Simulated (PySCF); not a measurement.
## Rh: excitation energy

Rh [Kr] 4d8 5s1 (4F) → Rh [Kr] 4d7 5s2 (4F), as a difference of total energies. Computed with PySCF 2.14 in aug-cc-pVDZ-PP with ECP28MDF, with scalar relativity through the core potential. Correlated levels: valence: 4s2 4p6 frozen. The calculations carry no spin-orbit coupling.

```tsv
method	excitation energy (cm⁻¹)
UHF	10373
MP2 (valence)	13098
SCS-MP2 (valence)	12269
CCSD (valence)	11541
CCSD(T) (valence)	11527
```
